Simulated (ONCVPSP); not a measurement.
# Pseudopotential generation for Ar (Z = 18): ONCV, PBE, scalar-relativistic.

Input for ONCVPSP 4.0.1:

```
# ATOM AND REFERENCE CONFIGURATION
# atsym  z   nc   nv     iexc    psfile
  Ar 18.00    1    4        4      upf
#
#   n    l    f
    1    0    2.00
    2    0    2.00
    2    1    6.00
    3    0    2.00
    3    1    6.00
#
# PSEUDOPOTENTIAL AND OPTIMIZATION
# lmax
    2
#
#   l,   rc,      ep,       ncon, nbas, qcut
    0    0.75    0.00    5    8   19.80
    1    0.65    0.00    3    7   22.80
    2    0.75    0.09    3    6   14.80
#
# LOCAL POTENTIAL
# lloc, lpopt,  rc(5),   dvloc0
    4    5    0.50   -1.00
#
# VANDERBILT-KLEINMAN-BYLANDER PROJECTORs
# l, nproj, debl
    0    2    1.40
    1    3    3.20
    2    2    3.60
#
# MODEL CORE CHARGE
# icmod, fcfact, rcfact
    2    0.70    0.80
#
# LOG DERIVATIVE ANALYSIS
# epsh1, epsh2, depsh
  -12.00    5.00    0.04
#
# OUTPUT GRID
# rlmax, drl
    6.00    0.01
#
# TEST CONFIGURATIONS
# ncnf
    4
# nvcnf
#   n    l    f
    4
    2    0    2.00
    2    1    6.00
    3    0    2.00
    3    1    5.00
#
    4
    2    0    2.00
    2    1    6.00
    3    0    2.00
    3    1    4.00
#
    4
    2    0    2.00
    2    1    6.00
    3    0    2.00
    3    1    3.00
#
    4
    2    0    2.00
    2    1    6.00
    3    0    2.00
    3    1    2.00
#
```

Command:

```bash
oncvpsp.x < Ar.dat > Ar.out
```

The program printed (shortened: citation, most of the input echo, consistency checks and plot data are left out):

```
ONCVPSP  (Optimized Norm-Conservinng Vanderbilt PSeudopotential)
scalar-relativistic version 4.0.1

#   n    l    f        energy (Ha)
    1    0    2.00    -1.1467100E+02
    2    0    2.00    -1.0914200E+01
    2    1    6.00    -8.4481529E+00
    3    0    2.00    -8.9252841E-01
    3    1    6.00    -3.7741368E-01

Reference configufation results
  iterations    21
  all-electron total energy (Ha)   -5.29229852D+02

Begin loop to  construct optimized pseudo wave functions
and semi-local pseudopoentials for all angular momenta

Calculating optimized projector #   1

 for l=   0

    Fraction of norm inside rc  0.954360
    Optimizing pswf for qcut=  19.79 a_B^-1,  ecut= 195.84 Ha
    Residual kinetic energy error=  5.78D-07 Ha

    Energy error per electron        Cutoff
         Ha          eV             Ha
         0.01000     0.27211       79.17
         0.00100     0.02721      121.24
         0.00010     0.00272      149.29
         0.00001     0.00027      170.81

Calculating optimized projector #   2

 for l=   0

    Fraction of norm inside rc  0.075641
    Optimizing pswf for qcut=  19.79 a_B^-1,  ecut= 195.84 Ha
    Residual kinetic energy error=  2.65D-07 Ha

    Energy error per electron        Cutoff
         Ha          eV             Ha
         0.01000     0.27211       38.44
         0.00100     0.02721      103.59
         0.00010     0.00272      135.84
         0.00001     0.00027      158.18

   Wellstate for l =  1  n =  4
     eigenvalue =   2.8226
     asymptotic potential =   3.3226
     half-point radius =  1.8922

Calculating optimized projector #   1

 for l=   1

    Fraction of norm inside rc  0.916364
    Optimizing pswf for qcut=  22.78 a_B^-1,  ecut= 259.51 Ha
    Residual kinetic energy error=  1.69D-06 Ha

    Energy error per electron        Cutoff
         Ha          eV             Ha
         0.01000     0.27211      169.78
         0.00100     0.02721      199.96
         0.00010     0.00272      223.83
         0.00001     0.00027      242.98

Calculating optimized projector #   2

 for l=   1

    Fraction of norm inside rc  0.040150
    Optimizing pswf for qcut=  22.78 a_B^-1,  ecut= 259.51 Ha
    Residual kinetic energy error=  1.22D-06 Ha

    Energy error per electron        Cutoff
         Ha          eV             Ha
         0.01000     0.27211      143.88
         0.00100     0.02721      183.77
         0.00010     0.00272      214.29
         0.00001     0.00027      238.94

Calculating optimized projector #   3

 for l=   1

    Fraction of norm inside rc  0.033039
    Optimizing pswf for qcut=  22.78 a_B^-1,  ecut= 259.51 Ha
    Residual kinetic energy error=  1.70D-06 Ha

    Energy error per electron        Cutoff
         Ha          eV             Ha
         0.01000     0.27211      145.17
         0.00100     0.02721      186.05
         0.00010     0.00272      217.82
         0.00001     0.00027      242.85

   Wellstate for l =  2  n =  3
     eigenvalue =   0.0900
     asymptotic potential =   0.5900
     half-point radius = 21.5995

   Wellstate for l =  2  n =  4
     eigenvalue =   3.6900
     asymptotic potential =   4.1900
     half-point radius =  1.8902

Calculating optimized projector #   1

 for l=   2

    Fraction of norm inside rc  0.000696
    Optimizing pswf for qcut=  14.77 a_B^-1,  ecut= 109.13 Ha
    Residual kinetic energy error=  1.20D-07 Ha

    Energy error per electron        Cutoff
         Ha          eV             Ha
         0.01000     0.27211        3.84
         0.00100     0.02721       20.93
         0.00010     0.00272       48.94
         0.00001     0.00027       74.04

Calculating optimized projector #   2

 for l=   2

    Fraction of norm inside rc  0.110908
    Optimizing pswf for qcut=  14.77 a_B^-1,  ecut= 109.13 Ha
    Residual kinetic energy error=  7.77D-05 Ha

    Energy error per electron        Cutoff
         Ha          eV             Ha
         0.01000     0.27211       64.88
         0.00100     0.02721       88.67
         0.00010     0.00272      107.28
         0.00001     0.00027      165.08

Construct Vanderbilt / Kleinmman-Bylander projectors

B matrix Hermiticity error, ll=   0
   1   2    2.3307E-03

  Orthonormal projector coefficients  2.2210E+01  3.2774E+00

B matrix Hermiticity error, ll=   1
   1   2    1.4863E-03
   1   3   -1.7649E-03
   2   3    1.6621E-04

  Orthonormal projector coefficients -3.1287E+01 -1.3271E+01 -2.3111E+00

B matrix Hermiticity error, ll=   2
   1   2    1.6210E-05

  Orthonormal projector coefficients -7.3224E+00 -3.2874E+00

Model core correction analysis
  based on d2Exc/dn_idn_j

d2excae - all-electron derivatives

   -1.137446D-01   -1.012286D-01   -7.399974D-03   -4.345722D-03
   -1.012305D-01   -1.137806D-01   -7.545022D-03   -6.121483D-03
   -7.400069D-03   -7.545210D-03   -3.512909D-02   -2.945343D-02
   -4.345847D-03   -6.121707D-03   -2.945402D-02   -2.713455D-02

d2excps - pseudofunction derivatives with no core correction

   -1.119195D-01   -1.071870D-01   -7.924062D-03   -5.380189D-03
   -1.071887D-01   -1.143551D-01   -7.830067D-03   -6.082407D-03
   -7.924057D-03   -7.830254D-03   -3.521772D-02   -2.953219D-02
   -5.380493D-03   -6.082691D-03   -2.953278D-02   -2.713520D-02

rms 2nd derivative error    2.201394E-03

amplitude prefactor, scale prefactor
    7.7666    1.2814

d2excps - pseudofunction derivatives with core correction

   -1.032106D-01   -1.063523D-01   -6.827517D-03   -5.257120D-03
   -1.063518D-01   -1.152384D-01   -7.685401D-03   -6.102544D-03
   -6.827480D-03   -7.685599D-03   -3.508108D-02   -2.951495D-02
   -5.257227D-03   -6.102824D-03   -2.951554D-02   -2.713365D-02

rms 2nd derivative error    3.239759E-03

Pseudoatom total energy -212.943284

Diagnostic tests using Vanderbilt-Kleinman-Bylander pseudopotentials
  1 or more projectors used as specified by nproj input data

   l    rcore       rmatch      e in        delta e   norm test  slope test

   0   0.7513678   0.7741810 -10.9141997   0.0000838   1.0003476   1.0003112
   0   0.7513678   0.7741810  -0.8925284   0.0000638   1.0001111   1.0000784

   1   0.6508802   0.6706423  -8.4481529  -0.0001177   1.0003268   1.0003643
   1   0.6508802   0.6706423  -0.3774137   0.0000792   1.0001746   1.0001935
   1   0.6508802   0.6706423   2.8225863   0.0000180   1.0006844   1.0006844

   2   0.7513678   0.7741810   0.0900000  -0.0000786   1.0001911   1.0001911
   2   0.7513678   0.7741810   3.6900000  -0.0000110   1.0003250   1.0003250

 Testing for bound ghosts
   n   l    E NL Schr. Eq   E Basis Diag.   E Cutoff

   1   0      -10.914116      -10.914111    467.59
   2   0       -0.892465       -0.629993    467.59

   2   1       -8.448271       -8.448113    716.39
   3   1       -0.377334        0.374831    716.39

 Testing for highly-localized positive-energy ghosts
       l    <radius>/rc     E Basis Diag.   E Cutoff

Test configuration 0

   n   l     f        eae           eps        diff
   1   0  2.0000 -114.67099515
   2   0  2.0000  -10.91419966  -10.91411590    8.38D-05
   2   1  6.0000   -8.44815295   -8.44827069   -1.18D-04
   3   0  2.0000   -0.89252841   -0.89246461    6.38D-05
   3   1  6.0000   -0.37741368   -0.37733444    7.92D-05

    Total energies and differences
      AE_ref= -5.29229852D+02  AE_tst= -5.29229852D+02  dif=  0.00D+00
      PS_ref= -2.12943284D+02  PS_tst= -2.12943284D+02  dif= -5.68D-14
      PSP excitation error=  5.68D-14

Test configuration 1

   n   l     f        eae           eps        diff
   1   0  2.0000 -115.19253220
   2   0  2.0000  -11.42489004  -11.42469561    1.94D-04
   2   1  6.0000   -8.96013816   -8.95921744    9.21D-04
   3   0  2.0000   -1.34860532   -1.34854106    6.43D-05
   3   1  5.0000   -0.81286123   -0.81271605    1.45D-04

    Total energies and differences
      AE_ref= -5.29229852D+02  AE_tst= -5.28639754D+02  dif=  5.90D-01
      PS_ref= -2.12943284D+02  PS_tst= -2.12353234D+02  dif=  5.90D-01
      PSP excitation error=  4.83D-05

Test configuration 2

   n   l     f        eae           eps        diff
   1   0  2.0000 -115.80565027
   2   0  2.0000  -12.01749069  -12.01723670    2.54D-04
   2   1  6.0000   -9.55511059   -9.55246413    2.65D-03
   3   0  2.0000   -1.85774851   -1.85768894    5.96D-05
   3   1  4.0000   -1.30176920   -1.30149495    2.74D-04

    Total energies and differences
      AE_ref= -5.29229852D+02  AE_tst= -5.27586549D+02  dif=  1.64D+00
      PS_ref= -2.12943284D+02  PS_tst= -2.11300137D+02  dif=  1.64D+00
      PSP excitation error=  1.56D-04

Test configuration 3

   n   l     f        eae           eps        diff
   1   0  2.0000 -116.50221513
   2   0  2.0000  -12.68245507  -12.68218074    2.74D-04
   2   1  6.0000  -10.22367197  -10.21850494    5.17D-03
   3   0  2.0000   -2.41023363   -2.41016465    6.90D-05
   3   1  3.0000   -1.83522280   -1.83471187    5.11D-04

    Total energies and differences
      AE_ref= -5.29229852D+02  AE_tst= -5.26021619D+02  dif=  3.21D+00
      PS_ref= -2.12943284D+02  PS_tst= -2.09735460D+02  dif=  3.21D+00
      PSP excitation error=  4.09D-04

Test configuration 4

   n   l     f        eae           eps        diff
   1   0  2.0000 -117.27753941
   2   0  2.0000  -13.41389783  -13.41361410    2.84D-04
   2   1  6.0000  -10.96006918  -10.95147566    8.59D-03
   3   0  2.0000   -2.99954996   -2.99943525    1.15D-04
   3   1  2.0000   -2.40716414   -2.40625739    9.07D-04

    Total energies and differences
      AE_ref= -5.29229852D+02  AE_tst= -5.23903574D+02  dif=  5.33D+00
      PS_ref= -2.12943284D+02  PS_tst= -2.07617944D+02  dif=  5.33D+00
      PSP excitation error=  9.38D-04
```

The run took about 5.1 s on one core of a shared server CPU.
